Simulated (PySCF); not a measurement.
C2H6ClGe, SMILES [Ge]([CH3])([CH3])[Cl] (connectivity only; charge and spin as stated), charge +1, multiplicity 1. Atoms are numbered in the order given.

```xyz
10

C     -1.5737    -1.3147     0.2757
Ge     0.0390    -0.2862     0.0783
C      1.8697    -0.8268     0.3109
Cl    -0.2377     1.7237    -0.4720
H     -1.4279    -2.0872     1.0460
H     -1.7687    -1.8046    -0.6954
H     -2.4119    -0.6473     0.5211
H      2.5157    -0.2361    -0.3545
H      2.1414    -0.6134     1.3605
H      1.9672    -1.9062     0.1219
```
Charge +1, spin multiplicity 1.

Coordinates come from a B3LYP-D3(BJ)/def2-SVP optimisation. The multiplicity is an assumed one; no other spin state was optimised. The isomer is the one that the SMILES or the coordinates give; other isomers of the formula were not compared.

Two levels are set side by side: PBE/pcSseg-1 (PySCF) and HF/pcSseg-1 (PySCF). GIAO shifts against GeH4 (⁷³Ge), HCl (³⁵Cl), TMS (¹H), TMS (¹³C) at the same level; non-relativistic, no solvent, atoms listed together averaged. Without spin–orbit terms, shifts of atoms bonded to Cl or Br come out too high at both levels. Differences are taken from unrounded values.

```tsv
quantity	HF
δ(¹³C) of C1, C3 (ppm)	18.5
δ(⁷³Ge) of Ge2 (ppm)	990.3
δ(³⁵Cl) of Cl4 (ppm)	256.0
```

Q: What does PBE give, and how far is it from HF? (An estimate is asked for; the answer gives what the named calculation found.)

A: 
```
quantity                   PBE  PBE minus HF
----------------------  ------  ------------
δ(¹³C) of C1, C3 (ppm)    34.1          15.6
δ(⁷³Ge) of Ge2 (ppm)    1153.2         163.0
δ(³⁵Cl) of Cl4 (ppm)     523.0         267.0
```

Rough cost on one machine, each run with all the roots and properties that it gave: HF against PBE within a factor of 2.
